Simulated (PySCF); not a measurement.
**Orbital picture of ZrN⁻**

r²SCAN0 at R = 1.711 Å; PySCF, scalar-relativistic core potentials, basis sets Zr def2-TZVPPD with ECP28, N def2-TZVPPD. State: ¹Σ⁺ (singlet), closed shell. Only the outer orbitals are listed, counted within each symmetry, core potentials removing the inner ones.

```
orbital  occ.  ε (eV)  on Zr (%)          main shells (%)
     3σ     2  -30.49         90                  91 Zr p
     1π     2  -30.11        100                 100 Zr p
     1π     2  -30.11        100                 100 Zr p
     4σ     2  -13.02         14                   86 N s
     2π     2   -2.34         39          60 N p, 35 Zr d
     2π     2   -2.34         39          60 N p, 35 Zr d
     5σ     2   -1.85         34  53 N p, 32 Zr d, 12 N s
     6σ     2   -0.02        100         86 Zr s, 10 Zr p
     3π     0    2.82         96         82 Zr p, 14 Zr d
     3π     0    2.82         96         82 Zr p, 14 Zr d
     1δ     0    3.07        101                 101 Zr d
```

Question: Which are the highest filled and the lowest empty level, where do they sit, and how wide is the gap?

Answer: Highest filled 6σ at -0.02 eV (in %: 86 Zr s, 10 Zr p); lowest empty 3π at 2.82 eV (in %: 82 Zr p, 14 Zr d); the gap at r²SCAN0 is 2.84 eV. An empty level above zero is unbound, and its energy depends on the basis.

| Property | Result |
| --- | --- |
| bond order (Mayer) | 2.82 |
| ⟨S²⟩ | 0.000 |
| charge on Zr (Mulliken, basis-dependent) | -0.30 |
| charge on Zr (Löwdin, basis-dependent) | -0.46 |
| dipole moment (positive dipole points towards N; it is taken about the centre of mass and depends on that origin) | -1.30 D |

Shares are Mulliken populations and can fall outside 0 to 100 %.

Spin–orbit coupling is left out.
